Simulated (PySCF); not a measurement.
**Static response to an electric field**

Compound: C6H15NSi.
Numbering: `[CH3:1][CH2:2][CH2:3][C@H:4]1[CH2:5][NH:6][SiH2:7][CH2:8]1` (hydrogens: H9, H10, H11 on C1; H12, H13 on C2; H14, H15 on C3; H16 on C4; H17, H18 on C5; H19 on N6; H20, H21 on Si7; H22, H23 on C8)

Geometry (PBE0-D3(BJ)/def2-SVP, Å), atoms numbered from 1 in this order:
```
atom  x, y, z in Å
C1     3.624    0.045   -0.054
C2     2.226   -0.534    0.095
C3     1.129    0.437   -0.324
C4    -0.283   -0.136   -0.291
C5    -0.716   -0.619    1.101
N6    -2.149   -0.832    1.057
Si7   -2.962    0.130   -0.135
C8    -1.348    0.856   -0.792
H9     3.746    0.954    0.556
H10    3.831    0.323   -1.100
H11    4.398   -0.672    0.259
H12    2.139   -1.458   -0.505
H13    2.069   -0.842    1.143
H14    1.167    1.335    0.320
H15    1.338    0.796   -1.348
H16   -0.313   -1.021   -0.955
H17   -0.187   -1.552    1.363
H18   -0.414    0.139    1.856
H19   -2.564   -1.313    1.843
H20   -3.752   -0.676   -1.123
H21   -3.902    1.169    0.404
H22   -1.300    1.004   -1.882
H23   -1.194    1.844   -0.322
```

Level: PBE0/def2-SVPD (PySCF), static field, nuclei fixed, core orbitals frozen in the response. The polarisability tensor in these axes (au):

```
x   130.86  -0.98   1.34
y    -0.98  93.91  -3.79
z     1.34  -3.79  93.91
```

Task: Give the principal values, the mean and the anisotropy Δα = √{½[(α1 − α2)² + (α2 − α3)² + (α1 − α3)²]}.

Result: Principal values 90.12, 97.62 and 130.95 au; mean 106.23 au = 15.74 Å³ = 17.51 × 10⁻⁴⁰ C²·m²/J; Δα = 37.64 au (35 % of the mean).

Task: What is the dipole moment, and where does it point?

Result: (0.82, -0.20, 0.52) D, 1.00 D in size, pointing from the negative to the positive side. Measured along this direction, the outermost atoms are H20 at the negative end and H11 at the positive end.

Task: Along which axes do the principal values lie, and how far do the nuclei extend along each?

Result: Largest value along (1.00, -0.03, 0.04), where the nuclei span 8.34 Å; middle along (0.05, 0.71, -0.71), 4.33 Å; least along (-0.01, 0.71, 0.71), 2.82 Å. The response follows the extents in order.

Task: Find the Langevin capture rate constant for H3O+ (19.018 u) meeting this molecule (129.097 u), k = 2.342 × 10⁻⁹ cm³/s × √(α in Å³ / reduced mass in u).

Result: The reduced mass is 16.58 u, so k = 2.28 × 10⁻⁹ cm³/s. The formula leaves out the permanent dipole, which adds to the capture rate.

Task: What would n − 1 = 2πNα be for an ideal gas of these molecules at 350 K and 1 atm, electronic part alone?

Result: N = p/kT = 2.0968 × 10¹⁹ cm⁻³, so n − 1 = 2π × N × 15.74 × 10⁻²⁴ cm³ = 2074 × 10⁻⁶ at long wavelengths, for an ideal gas.

Task: How large is μ²/3kT at 350 K beside α?

Result: In Gaussian units μ²/3kT = 6.84 Å³ against 15.74 Å³, a ratio of 0.43; the Debye molar polarisation (4π/3)N_A(α + μ²/3kT) is 57.0 cm³/mol, leaving out the vibrational part.

Task: Molar refractivity from α?

Result: Lorentz–Lorenz: R = (4π/3)N_A α = 2.5225 cm³/(mol·Å³) × 15.74 Å³ = 39.7 cm³/mol, in the limit of long wavelengths.

The structure is a single PBE0-D3(BJ)/def2-SVP conformer in the gas phase; no vibrational or solvent corrections.

These values come from a run that also computed excited states and ΔSCF ions. Hardware: one thread of an AMD EPYC, no GPU, shared host. Cost: 5.0 min, 1.1 GiB resident at most.
